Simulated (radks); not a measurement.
Task: The mean radii <r> (bohr) of the occupied orbitals of an atom or ion are listed with their occupations. All-electron calculation, scalar-relativistic Kohn-Sham, RPBE, spin-polarised, spherical densities, finite nucleus; Fermi nuclear charge, rms radius of each element as measured or else 0.836 A^(1/3) + 0.57 fm. Program: a radial shooting solver on a logarithmic mesh with Libxc functionals.

orbital  occ.      <r>
1s up       1  0.02363
1s down     1  0.02363
2s up       1   0.1010
2s down     1   0.1010
2p up       3  0.08881
2p down     3  0.08881
3s up       1   0.2664
3s down     1   0.2663
3p up       3   0.2645
3p down     3   0.2644
3d up       5   0.2418
3d down     5   0.2417
4s up       1   0.6048
4s down     1   0.6047
4p up       3   0.6392
4p down     3   0.6391
4d up       5   0.6974
4d down     5   0.6976
5s up       1    1.395
5s down     1    1.402
5p up       3    1.573
5p down     3    1.584
4f up       2   0.8967

Name the element and its charge. Open shells, if any, are filled with parallel spins first.

Result: Z = 60, neodymium, charge +4: Nd4+ in [Xe] 4f2. The 1s radius gives Z: for a bare nucleus <r> = (2 gamma + 1)/(2Z) with gamma = sqrt(1 - (Z/c)^2), 0.02332 bohr for Z = 60, and screening makes it slightly larger (0.02363 here). The occupations add up to 56, and the charge is Z minus that.
